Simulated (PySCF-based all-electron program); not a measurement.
Forces on TeOF4, singlet in several shapes

All-electron Kohn–Sham DFT on the free molecule, computed near the basis limit with an in-house program on PySCF integrals; Koelling–Harmon scalar relativity, no spin–orbit coupling, spin-restricted. Forces are good to about 0.008 eV/Å. Atoms are numbered as listed.

Shape A:

```xyz
6

Te    0.0000    0.0000    0.0000
O     0.0000    0.0000    1.7780
F     1.5300    0.0040   -1.0880
F    -1.5340   -0.0050   -1.0820
F    -0.0040    1.8700   -0.2960
F     0.0060   -1.8700   -0.2950
```

PBE forces:

| atom | Fx | Fy | Fz (eV/Å) |
| --- | --- | --- | --- |
| Te1 | 0.002 | 0.000 | -0.037 |
| O2 | 0.002 | 0.002 | -0.074 |
| F3 | -0.045 | 0.000 | 0.068 |
| F4 | 0.046 | 0.003 | 0.065 |
| F5 | -0.003 | -0.040 | -0.010 |
| F6 | -0.001 | 0.036 | -0.011 |

**Question.** What forces does r2SCAN give in shape A?

**Answer.** The forces move by 0.710 eV/Å (r.m.s. over the atoms) from PBE.

```tsv
atom	Fx	Fy	Fz (eV/Å)
Te1	0.001	-0.001	-0.323
O2	0.002	0.002	-0.839
F3	-0.699	-0.002	0.512
F4	0.702	0.005	0.507
F5	-0.002	-0.777	0.072
F6	-0.004	0.774	0.071
```

Shape B:

```xyz
6

Te    0.0000    0.0000    0.0000
O     0.0000    0.0000    1.6002
F     1.5300    0.0040   -1.0880
F    -1.5340   -0.0050   -1.0820
F    -0.0040    1.8700   -0.2960
F     0.0060   -1.8700   -0.2950
```

Against shape A, Te1–O2 goes from 1.778 to 1.600 Å.

PBE forces:

```tsv
atom	Fx	Fy	Fz (eV/Å)
Te1	0.001	0.000	-11.829
O2	0.002	0.002	11.799
F3	0.036	0.000	0.065
F4	-0.035	0.002	0.062
F5	-0.003	0.006	-0.048
F6	-0.001	-0.010	-0.049
```

**Question.** What forces does r2SCAN give in shape B?

**Answer.** The forces move by 0.716 eV/Å (r.m.s. over the atoms) from PBE.

```tsv
atom	Fx	Fy	Fz (eV/Å)
Te1	0.000	-0.001	-12.104
O2	0.003	0.002	11.010
F3	-0.618	-0.002	0.513
F4	0.621	0.005	0.508
F5	-0.002	-0.737	0.037
F6	-0.003	0.733	0.035
```
